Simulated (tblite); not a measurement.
A tight-binding relaxation on `CC(=S)c1cc[bH-]cc1`.

Computed with GFN2-xTB geometry optimisation, gas phase (tblite 0.8.0). Start geometry: from a force field or distance geometry. A driver script takes a list of jobs; this job's settings line and coordinates (Å) are shown.

Command:
```bash
OMP_NUM_THREADS=1 python probes_run.py task.json out
```

Input:
```
{"job": {"kind": "relax", "xc": "GFN2-xTB", "basis": "xTB"}, "charge": -1, "multiplicity": 1}
C     -2.602500    -0.754900     0.085400
C     -1.625300     0.322400     0.373400
S     -2.184500     1.691100     1.057400
C     -0.201800     0.209900     0.104000
C      0.455700     1.355200    -0.273400
C      1.802500     1.361400    -0.566500
B      2.608600     0.109600    -0.456200
C      1.820200    -1.077000    -0.018900
C      0.466800    -1.003400     0.242100
H     -3.621700    -0.450800     0.504000
H     -2.381000    -1.717200     0.594400
H     -2.776700    -0.874600    -0.992100
H     -0.109700     2.300400    -0.362600
H      2.284300     2.281000    -0.869200
H      3.740300     0.177700    -0.064500
H      2.373000    -2.016500     0.079500
H     -0.055100    -1.902200     0.553100
```

Output:
```
step      E/eV     max force
  0    -645.15769    2.694
  1    -645.41650    1.348
  2    -645.50785    1.046
  3    -645.63279    0.786
  4    -645.68059    0.534
  5    -645.70492    0.414
  6    -645.72230    0.306
  7    -645.74226    0.378
  8    -645.76282    0.343
  9    -645.77868    0.249
... (55 lines left out)
 65    -645.98030    0.080
 66    -645.98175    0.075
 67    -645.98275    0.077
 68    -645.98329    0.051
 69    -645.98363    0.053
 70    -645.98390    0.045
 71    -645.98412    0.031
 72    -645.98424    0.019
 73    -645.98429    0.011
 74    -645.98431    0.010
```

«max force» is the largest atomic force in eV/Å.

Q: From which step on does the largest force stay under 0.1 eV/Å, and how much energy is left to gain from there?

A: From step 56 (0.090 eV/Å), 11.8 meV above the end.

Main results: energy lowered by 19.1 kcal/mol over 74 steps; largest atomic force 0.010 eV/Å at the end.

Q: Give the final coordinates.

A: 0.445 Å rms from the input after alignment:
```
atom  x, y, z in Å
C1    -2.5176   -0.8342    0.3355
C2    -1.6641    0.3990    0.1749
S3    -2.4998    1.8536    0.2045
C4    -0.2725    0.2924    0.0160
C5     0.5273    1.4627   -0.1257
C6     1.8786    1.4278   -0.2802
B7     2.6182    0.1046   -0.3112
C8     1.7237   -1.1121   -0.1580
C9     0.3766   -0.9760   -0.0076
H10   -3.5601   -0.5421    0.4532
H11   -2.2150   -1.4045    1.2157
H12   -2.4340   -1.4826   -0.5387
H13   -0.0082    2.4072   -0.1044
H14    2.3788    2.3929   -0.3778
H15    3.7975    0.0213   -0.4432
H16    2.1066   -2.1351   -0.1620
H17   -0.2430   -1.8628    0.0992
```

On one thread of an AMD EPYC 9R45, shared host, this took 0.37 s.
Labels such as C1 count atoms from 1, the log's own numbers from 0.
